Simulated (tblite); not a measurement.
Compound: C5H11As.
Cartesian coordinates in Å at the GFN2-xTB level; atoms count from 1:
```
atom  x, y, z in Å
C1     1.9438   -0.7147    0.5813
C2     1.0777   -0.2977   -0.3275
C3    -0.3367    0.1112   -0.1042
C4    -1.2375   -0.5425   -1.1530
C5    -0.8499   -0.2099    1.2945
As6   -0.4589    2.1242   -0.3666
H7     1.6914   -0.8278    1.6214
H8     2.9555   -0.9711    0.3137
H9     1.3981   -0.2183   -1.3626
H10   -2.2640   -0.1851   -1.0502
H11   -1.2380   -1.6265   -1.0371
H12   -0.8904   -0.3045   -2.1599
H13   -0.2774    0.3310    2.0490
H14   -0.7774   -1.2777    1.5002
H15   -1.8963    0.0881    1.3827
H16    0.3711    2.1219   -1.6205
H17    0.7819    2.4114    0.4291
```

Computed values, GFN2-xTB/tblite, gas phase, harmonic and unscaled. This tight-binding method is rough: wavenumbers can miss measured ones by several per cent, in bad cases by 10 to 20. Modes of hydrogen on arsenic can be 10 to 20 % off. One conformer, not necessarily the lowest.

Harmonic wavenumbers (cm⁻¹): 85.7, 147.9, 216.6, 224.5, 238.2, 255.1, 278.0, 298.7, 378.3, 436.4, 542.6, 667.5, 716.5, 723.5, 826.8, 882.3, 959.5, 966.0, 1006.3, 1012.1, 1013.6, 1042.5, 1132.1, 1179.3, 1251.3, 1308.5, 1396.1, 1410.2, 1419.8, 1482.7, 1490.3, 1495.9, 1504.9, 1696.3, 1916.8, 1934.7, 2973.7, 2980.8, 2983.2, 2989.7, 2998.6, 3002.3, 3003.2, 3102.6, 3127.6.

A = 3132, B = 1546, C = 1366 MHz; mass 146.008 u (most abundant isotopes); point group C1, symmetry number 1.

**Question.** What is the zero-point energy?

**Answer.** Half the sum of the wavenumbers: 30350 cm⁻¹ = 363.06 kJ/mol.

**Question.** What is S at 273.15 K and 1 bar for an ideal gas of classical rigid rotors and harmonic oscillators?

**Answer.** Translation 169.19, rotation 117.22, vibration 80.36: S = 366.8 J/(mol K).

**Question.** And Cp and H(273.15 K) − H(0)?

**Answer.** Cp = 132.37 J/(mol K), of which vibrations give 99.11 (their classical limit is 45 R = 374.2); H(273.15 K) − H(0) = 22.04 kJ/mol without the zero-point energy, 12.95 from vibrations.

**Question.** Which modes carry the vibrational entropy at 273.15 K?

**Answer.** 85.7 cm⁻¹: 15.00; 147.9 cm⁻¹: 10.60; 216.6 cm⁻¹: 7.66; 224.5 cm⁻¹: 7.39; 238.2 cm⁻¹: 6.95; 255.1 cm⁻¹: 6.46 J/(mol K); the other 39 give 26.31 together.

**Question.** How do the functions run with temperature in this model?

**Answer.** 
| T (K) | S (J/(mol K)) | Cp (J/(mol K)) | H − H(0) (kJ/mol) | G − H(0) (kJ/mol) | ln q(vib) |
| --- | --- | --- | --- | --- | --- |
| 100 | 270.5 | 67.1 | 4.54 | -22.52 | 0.65 |
| 200 | 329.8 | 106.3 | 13.31 | -52.65 | 2.46 |
| 300 | 379.6 | 142.0 | 25.72 | -88.17 | 4.53 |
| 500 | 468.0 | 207.0 | 60.88 | -173.12 | 8.78 |
| 800 | 580.9 | 273.3 | 133.75 | -331.01 | 15.02 |
| 1000 | 645.3 | 302.8 | 191.51 | -453.76 | 18.94 |

q(vib) and H(0) count from the zero-point level.

Hindered rotation and anharmonicity are outside this model. Other conformers, if any are populated, would add a mixing term that is left out. The structure is chiral; the term R ln 2 for an equal mix with its mirror image is left out.
